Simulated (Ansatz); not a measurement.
`[Cl][In]([Cl])[GeH3]`. The species carries charge 0 and has multiplicity 1. In: def2 effective core potential. All single points use the PBE0-D4/def2-TZVP geometry.

```xyz
7

Cl   -1.070    3.071   -0.036
In   -0.617    0.897   -0.729
Cl   -1.383    0.546   -2.898
Ge    0.590   -0.879    0.710
H     0.383   -2.262    0.081
H     0.014   -0.842    2.130
H     2.083   -0.531    0.742
```

Task: What is the dipole moment at B3LYP/def2-TZVPP? (An estimate is asked.)

Result: Computed: 3.82 D, with components (1.75, -2.64, 2.13) D in this frame, pointing from negative to positive charge.

Task: And with PBE, r2SCAN, ωB97M-V? (Estimate.)

Result: The calculation gave: PBE 3.70 D, r2SCAN 3.82 D, ωB97M-V 3.81 D.

Task: Give the Mulliken charges with B3LYP, ωB97M-V, r2SCAN in def2-TZVPP. (Best estimate.)

Result: Ansatz gave: 
```
atom  B3LYP  ωB97M-V  r2SCAN
 Cl1  -0.37    -0.34   -0.38
 In2   0.71     0.65    0.73
 Cl3  -0.37    -0.34   -0.37
 Ge4  -0.05    -0.11   -0.03
  H5   0.03     0.05    0.02
  H6   0.02     0.05    0.02
  H7   0.02     0.05    0.02
```

B3LYP here is the variant with VWN-RPA as its local correlation; programs differ in this.
